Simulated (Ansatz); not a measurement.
`CN(C)B[SiH3]` + H₂ → CH₄ + `CNB[SiH3]`  (hydrogenolysis of a C–N bond)

Computed with Ansatz on PBE0-D4/def2-TZVP structures; ΔE is electronic, products minus reactants. CCSD(T)/CBS adds triple-zeta CCSD(T) − MP2 to the extrapolated MP2 energy (def2 sets, frozen cores). This one scheme is used for every species. Functionals use def2-TZVPP. B3LYP here is the variant with VWN-RPA as its local correlation; programs differ in this. One conformer a species, not always the lowest.

| level | ΔE (kJ/mol) | difference from CCSD(T)/CBS |
| --- | --- | --- |
| PBE-D4 | -89.8 | 2.3 |
| r2SCAN-D4 | -94.5 | -2.4 |
| PBE0-D4 | -94.0 | -1.9 |
| B3LYP-D4 | -94.7 | -2.6 |
| ωB97X-V | -93.8 | -1.7 |
| ωB97M-V | -95.1 | -3.0 |
| B2PLYP | -100.5 | -8.4 |
| PBE | -97.4 | -5.3 |
| r2SCAN | -96.7 | -4.6 |
| PBE0 | -100.7 | -8.6 |
| B3LYP | -106.7 | -14.6 |
| HF/def2-TZVPP | -118.3 | -26.2 |
| MP2/def2-TZVPP | -89.3 | 2.8 |
| SCS-MP2/def2-TZVPP | -92.9 | -0.8 |
| CCSD/def2-TZVPP | -97.3 | -5.2 |
| CCSD(T)/def2-TZVPP | -92.0 | 0.1 |
| HF/def2-QZVPP | -118.1 | -26.0 |
| MP2/def2-QZVPP | -89.3 | 2.8 |
| SCS-MP2/def2-QZVPP | -93.1 | -1.0 |
| HF/CBS(def2) | -118.0 | -25.9 |
| MP2/CBS(def2) | -89.4 | 2.7 |
| CCSD/CBS(def2) | -97.5 | -5.4 |
| CCSD(T)/CBS | -92.1 | 0 |

Largest T1 diagnostic among the species: 0.014.

The D4 term adds +12.0 kJ/mol with B3LYP and +6.7 kJ/mol with PBE0; it sums over pairs of atoms, weighted by their polarisabilities, and B3LYP, whose exchange is more repulsive, gets the larger term. From PBE to PBE0 (25 % exact exchange), in def2-TZVPP and without D4, ΔE moves by −3.2 kJ/mol.
